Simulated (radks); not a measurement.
All-electron atom: Eu in [Xe] 4f7 6s2 (the NIST ground configuration). Calculated with a radial shooting solver on a logarithmic mesh with Libxc functionals: scalar-relativistic Kohn-Sham, Wu-Cohen GGA, spin-unpolarised, spherical densities, point nucleus.

Normalised radial functions P(r) = r R(r), r in bohr:

```
   r/bohr * 4d, o 6s, + 4f (the largest magnitude, 1.21, reaches the edge; | marks zero, & curves that meet)
 0.004373                             &o
 0.006956                             &o
  0.01106                             &o
  0.01759                             &o
  0.02798                             &*
   0.0445                            o+   *
  0.07135                           o |+       *
   0.1135                             o +             *
   0.1805                             | o   +         *
    0.287                          *  o             +
   0.4565  *                       o  |                    +
    0.726  *                          | o                   +
    1.155                   *         |    o          +
    1.836                           o*|       +
    2.921                  o          *  +
    4.645                  o          *+
    7.447                         o   &
    11.84                            o&
```

4d: eigenvalue -134.76 eV, 1 radial node at r = 0.273 bohr, <r> = 0.654 bohr, 90 % of the charge inside 0.984 bohr. 6s: eigenvalue -3.643 eV, 5 radial nodes at r = 0.0272, 0.108, 0.281, 0.654, 1.67 bohr, <r> = 4.24 bohr, 90 % of the charge inside 6.24 bohr. 4f: eigenvalue -2.745 eV, 0 radial nodes, <r> = 0.978 bohr, 90 % of the charge inside 1.72 bohr.
